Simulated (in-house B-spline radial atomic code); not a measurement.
A fraction x of an electron is removed from 4d in Ru⁴⁺, starting from [Kr] 4d4 and keeping the highest spin. Level of theory: scalar-relativistic (X2C) PBE0, spin-polarised, spherical fractional occupations, Fermi nucleus of rms radius 4.4809 fm; calculated with an all-electron radial atomic-structure program (B-spline basis).

Caution: exact exchange at fractional occupations of open shells leaves self-interaction of up to several eV.

| x | E(x) - E(0) (eV) | 4d up level (eV) |
| --- | --- | --- |
| 0 | 0.0000 | -54.698 |
| 0.11 | 6.1030 | -56.268 |
| 0.13 | 7.2312 | -56.554 |
| 0.33 | 18.8300 | -59.439 |
| 0.47 | 27.2941 | -61.479 |
| 0.5 | 29.1450 | -61.918 |
| 0.57 | 33.5152 | -62.946 |
| 0.74 | 44.4293 | -65.459 |
| 0.84 | 51.0495 | -66.947 |
| 0.89 | 54.4156 | -67.695 |
| 1 | 61.9527 | -69.346 |

The exact functional would give a straight line between the two integer points. Deviations E(x) - E(0) - x[E(1) - E(0)], in eV: -0.712 at x = 0.11, -0.823 at x = 0.13, -1.614 at x = 0.33, -1.824 at x = 0.47, -1.831 at x = 0.5, -1.798 at x = 0.57, -1.416 at x = 0.74, -0.991 at x = 0.84, -0.722 at x = 0.89.

The curve lies below the straight line by up to 1.831 eV (at x = 0.5): convex, the delocalisation error, to which spherically averaged exact exchange adds.

Question: How well does Slater's transition state (minus the level at half occupation) give the ionisation energy?

Answer: It gives 61.918 eV against 61.953 eV from the two total energies; NIST lists 59.00 eV, ground level to ground level. The end point has an open shell averaged over its orbitals, so its exact exchange keeps a self-interaction and this is no true integer point.
